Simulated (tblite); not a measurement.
Record of a relaxation.

C7H12N2.
Numbering: `[H]/[N:9]=[CH:8]/[CH2:7]/[CH:6]=[C:4](\[CH2:3][N:2]=[CH2:1])[CH3:5]` (hydrogens: H10, H11 on C1; H12, H13 on C3; H14, H15, H16 on C5; H17 on C6; H18, H19 on C7; H20 on C8; H21 on N9)

Computed with GFN2-xTB (tblite), gas phase: L-BFGS steps from a force-field or distance-geometry start until the largest atomic force falls under 0.01 eV/Å. 4 of its 127 geometries are shown.

Step 0: E = -730.6794 eV, largest atomic force 2.476 eV/Å
```
atom  x, y, z in Å  |  force x, y, z in eV/Å
C1     -1.081    2.235   -0.110   -1.537  -0.899   0.661
N2     -1.832    1.196   -0.010    1.918   1.384  -0.734
C3     -1.450    0.099   -0.905   -1.051   0.093  -0.041
C4     -0.747   -0.966   -0.133    0.799  -0.933   0.666
C5     -1.652   -1.827    0.736    0.164   0.250  -0.115
C6      0.580   -1.195   -0.146   -0.789   0.136  -0.020
C7      1.631   -0.440   -0.920    0.357   0.136   0.544
C8      2.353    0.488    0.036   -0.090   1.484  -0.495
N9      2.320    1.765   -0.111    0.307  -1.931   0.655
H10    -0.258    2.334   -0.818   -0.012  -0.029   0.082
H11    -1.285    3.107    0.534    0.059  -0.667  -0.357
H12    -2.380   -0.315   -1.343    0.107   0.066   0.415
H13    -0.881    0.451   -1.758    0.508   0.194  -0.132
H14    -1.095   -2.597    1.275    0.020   0.207  -0.093
H15    -2.180   -1.200    1.467    0.143  -0.113  -0.288
H16    -2.397   -2.331    0.117    0.023   0.134   0.033
H17     0.979   -2.001    0.475   -0.173   0.262  -0.162
H18     2.358   -1.158   -1.322   -0.045   0.079   0.094
H19     1.221    0.130   -1.747   -0.082   0.135   0.043
H20     2.923    0.028    0.865   -0.327  -0.174  -0.330
H21     2.865    2.215    0.639   -0.298   0.186  -0.426
```

Step 42: E = -730.9105 eV, largest atomic force 0.058 eV/Å
```
atom  x, y, z in Å  |  force x, y, z in eV/Å
C1     -1.065    2.238   -0.077    0.008   0.017  -0.006
N2     -1.679    1.153    0.026    0.023   0.051  -0.015
C3     -1.407    0.091   -0.909    0.007   0.030   0.005
C4     -0.722   -1.015   -0.144    0.007   0.013  -0.004
C5     -1.652   -1.813    0.717   -0.007  -0.014   0.001
C6      0.587   -1.230   -0.158    0.016  -0.014  -0.022
C7      1.636   -0.459   -0.910    0.016   0.011   0.001
C8      2.316    0.478    0.039   -0.010   0.006   0.008
N9      2.302    1.713   -0.173   -0.013   0.003   0.004
H10    -0.326    2.466   -0.853   -0.025  -0.012   0.034
H11    -1.270    3.013    0.648   -0.003  -0.007   0.001
H12    -2.375   -0.267   -1.274    0.002  -0.015   0.006
H13    -0.802    0.434   -1.759    0.010  -0.018  -0.008
H14    -1.114   -2.521    1.341    0.020   0.008   0.013
H15    -2.218   -1.130    1.347    0.005  -0.007   0.015
H16    -2.365   -2.364    0.104   -0.001  -0.003  -0.038
H17     0.983   -2.027    0.461    0.001  -0.007   0.006
H18     2.384   -1.153   -1.306   -0.017  -0.019   0.017
H19     1.224    0.124   -1.732   -0.023  -0.028   0.009
H20     2.786   -0.006    0.908   -0.021   0.007  -0.018
H21     2.768    2.289    0.526    0.006  -0.002  -0.007
```

Step 84: E = -730.9221 eV, largest atomic force 0.064 eV/Å
```
atom  x, y, z in Å  |  force x, y, z in eV/Å
C1     -1.000    2.299    0.043    0.006  -0.014   0.007
N2     -1.553    1.183    0.152   -0.020  -0.032   0.012
C3     -1.295    0.156   -0.825    0.016   0.012   0.000
C4     -0.689   -1.032   -0.120    0.008   0.001   0.004
C5     -1.675   -1.839    0.666   -0.008  -0.011  -0.007
C6      0.604   -1.336   -0.158    0.006  -0.002  -0.010
C7      1.680   -0.578   -0.887   -0.024  -0.009  -0.004
C8      2.189    0.531   -0.021   -0.015  -0.009  -0.016
N9      2.134    1.720   -0.414    0.000   0.022  -0.060
H10    -0.312    2.572   -0.763   -0.011   0.016   0.019
H11    -1.206    3.045    0.798    0.009  -0.014  -0.027
H12    -2.268   -0.139   -1.235    0.016   0.013   0.003
H13    -0.649    0.515   -1.638   -0.006   0.011  -0.022
H14    -1.181   -2.548    1.323    0.020  -0.002   0.017
H15    -2.299   -1.170    1.255    0.017   0.028   0.041
H16    -2.331   -2.391   -0.006   -0.014  -0.015  -0.046
H17     0.948   -2.197    0.401   -0.007   0.013   0.024
H18     2.511   -1.251   -1.113   -0.007  -0.018   0.029
H19     1.312   -0.153   -1.820    0.011   0.027  -0.018
H20     2.579    0.209    0.955    0.000  -0.009   0.016
H21     2.490    2.422    0.229    0.001  -0.011   0.035
```

Step 126: E = -730.9281 eV, largest atomic force 0.010 eV/Å
```
atom  x, y, z in Å  |  force x, y, z in eV/Å
C1     -1.014    2.297    0.130   -0.002  -0.001   0.002
N2     -1.533    1.161    0.192   -0.002   0.005   0.001
C3     -1.228    0.178   -0.815    0.001   0.003   0.001
C4     -0.668   -1.042   -0.126    0.005   0.001  -0.001
C5     -1.680   -1.823    0.651   -0.003   0.002   0.003
C6      0.615   -1.383   -0.162    0.001  -0.002  -0.004
C7      1.712   -0.639   -0.874    0.003   0.001   0.003
C8      2.116    0.556   -0.070    0.008   0.000   0.002
N9      2.107    1.703   -0.576    0.000  -0.002   0.000
H10    -0.324    2.621   -0.656   -0.009   0.000   0.002
H11    -1.257    3.012    0.903   -0.002   0.001   0.002
H12    -2.180   -0.091   -1.286    0.002  -0.001  -0.003
H13    -0.541    0.569   -1.577   -0.001  -0.002  -0.002
H14    -1.212   -2.612    1.234   -0.003   0.000  -0.002
H15    -2.212   -1.148    1.318   -0.009  -0.003   0.002
H16    -2.411   -2.271   -0.023    0.004   0.003   0.000
H17     0.930   -2.259    0.390    0.004   0.000   0.002
H18     2.582   -1.292   -0.977   -0.002  -0.005  -0.001
H19     1.407   -0.309   -1.867    0.002   0.002   0.001
H20     2.394    0.330    0.970    0.002   0.004  -0.007
H21     2.391    2.460    0.043   -0.001  -0.005  -0.002
```

Q: Summarise the path.

A: The energy falls by 5.73 kcal/mol from step 0 to step 126; nine tenths of that is first reached at step 20. It falls at every step. The largest force goes from 2.476 to 0.010 eV/Å. Among the bonds C1=N2 changes most, from 1.286 to 1.250 Å; the atoms move by 0.366 Å rms after alignment.
